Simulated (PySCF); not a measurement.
**Correlation energy of Cl (chlorine, neutral)**

[Ne] 3s2 3p5, 2P determinant. Computed with PySCF 2.14 in def2-TZVP (5s5p2d1f, 37 functions), with the non-relativistic Hamiltonian (point nucleus). Frozen: [Ne]; 7 electrons correlated.

MP2 pair energies summed by pair of shells (mhartree):

```csv
pair,energy,share (%)
3p-3p,-96.46,62.1
3s-3p,-50.01,32.2
3s-3s,-8.84,5.7
```

Total MP2 correlation energy: -155.31 mhartree.

Same-spin part -36.14 and opposite-spin part -119.17 mhartree; SCS-MP2 scales them by 1/3 and 6/5 to -155.05 mhartree.

| level | correlation energy (mhartree) |
| --- | --- |
| CCSD | -179.50 |
| (T) | -5.69 |
| CCSD(T) | -185.19 |

Diagnostics: T1 = 0.0072, D1 = 0.0238, largest double amplitude 0.054.

Cost of the coupled-cluster step: 0.74 s of wall time on 1 thread of Intel(R) Xeon(R) Platinum 8375C CPU @ 2.90GHz (shared host), for 7 correlated electrons.

Iterations:

```
CC2 = 0
CCSD nocc = (np.int64(4), np.int64(3)), nmo = (32, 32)
frozen orbitals [[0, 1, 2, 3, 4], [0, 1, 2, 3, 4]]
max_cycle = 100
direct = 0
conv_tol = 1e-08
conv_tol_normt = 1e-06
diis_space = 8
diis_start_cycle = 0
Init t2, MP2 energy = -0.155309959513403
Init E_corr(UCCSD) = -0.155309959517155
cycle = 1  E_corr(UCCSD) = -0.174000783315522  dE = -0.0186908238  norm(t1,t2) = 0.0399224
cycle = 2  E_corr(UCCSD) = -0.177865501391278  dE = -0.00386471808  norm(t1,t2) = 0.0127774
cycle = 3  E_corr(UCCSD) = -0.179568885600397  dE = -0.00170338421  norm(t1,t2) = 0.00519418
cycle = 4  E_corr(UCCSD) = -0.179503260930297  dE = 6.56246701e-05  norm(t1,t2) = 0.000684198
cycle = 5  E_corr(UCCSD) = -0.179504178237836  dE = -9.17307539e-07  norm(t1,t2) = 0.000105168
cycle = 6  E_corr(UCCSD) = -0.179504713665261  dE = -5.35427425e-07  norm(t1,t2) = 2.49425e-05
cycle = 7  E_corr(UCCSD) = -0.179504724706255  dE = -1.10409935e-08  norm(t1,t2) = 6.84575e-06
cycle = 8  E_corr(UCCSD) = -0.179504713974916  dE = 1.07313386e-08  norm(t1,t2) = 1.89472e-06
cycle = 9  E_corr(UCCSD) = -0.179504707701842  dE = 6.27307448e-09  norm(t1,t2) = 3.96559e-07
UCCSD converged
E(UCCSD) = -459.6563146301151  E_corr = -0.1795047077018417
UCCSD(T) correction = -0.00568520223636612
```
